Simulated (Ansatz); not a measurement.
Ansatz results at the PBE0-D4/def2-TZVP geometry: size of the dipole moment (PBE/def2-TZVPP) 3.28 D; HOMO energy (B3LYP/def2-TZVPP) -6.51 eV; HOMO–LUMO gap (PBE/def2-TZVPP) 3.88 eV.

Each molecule was computed in one conformer, which needn't be the lowest.

(1) Which molecule gave them?
A. `[CH3][Ti]1234([CH3])([OH])[C@@H]5[C@H]1[C@H]2[C@]3(F)[C@@H]54`
B. `C[N](C)[Zr]1234([F])([Cl])[C@@H]5[C@H]1[C@H]2[C@@]3(C)[C@@H]54`
C. `C[O][Ti]12345678([Cl])([C@@H]9[C@H]1[C@H]2[C@@]3(C)[C@@H]94)[C@@H]1[C@H]5[C@H]6[C@@]7(C)[C@@H]18`
D. `C[N](C)[Ti]1234([NH2])([NH2])[C@@H]5[C@H]1[C@H]2[C@@]3(C)[C@@H]54`

## Answers

(1) B. The others give `[CH3][Ti]1234([CH3])([OH])[C@@H]5[C@H]1[C@H]2[C@]3(F)[C@@H]54`: 2.83, -6.96, 3.50; `C[N](C)[Ti]1234([NH2])([NH2])[C@@H]5[C@H]1[C@H]2[C@@]3(C)[C@@H]54`: 0.34, -5.63, 3.06; `C[O][Ti]12345678([Cl])([C@@H]9[C@H]1[C@H]2[C@@]3(C)[C@@H]94)[C@@H]1[C@H]5[C@H]6[C@@]7(C)[C@@H]18`: 3.21, -6.04, 2.57.

B3LYP here is the variant with VWN-RPA as its local correlation; programs differ in this.
